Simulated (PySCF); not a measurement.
# Diatomics of Bi with group 15

PBE0 with triple-zeta basis sets in PySCF, for the lowest determinant that a PBE0 search found; no spin–orbit coupling. De refers to high-spin ground-configuration atoms. A positive dipole means M(−)Bi(+).

| M | basis | state (unpaired electrons) | Re (Å) | ωe (cm⁻¹) | De (eV) | μ (D) |
| --- | --- | --- | --- | --- | --- | --- |
| N | cc-pVTZ-PP/cc-pVTZ | singlet (closed shell) | 1.895 | 886 | 2.40 | 3.88 |
| P | def2-TZVPP | singlet (closed shell) | 2.260 | 493 | 3.03 | 2.15 |
| Bi | def2-TZVPP | singlet (closed shell) | 2.609 | 209 | 2.25 | n/a |

The shortest bond is that of BiN (1.895 Å), the longest that of Bi2 (2.609 Å).

The rows differ in basis set, which adds steps of its own.

Down a group the atoms grow and get heavier, so bonds lengthen and wavenumbers fall; this series shows no clear exception.

Closed-shell solutions of metal pairs were not tested for spin polarisation, which can lower them a little. These are scalar-relativistic numbers at best; spin–orbit coupling would shift them, the dissociation energy most.
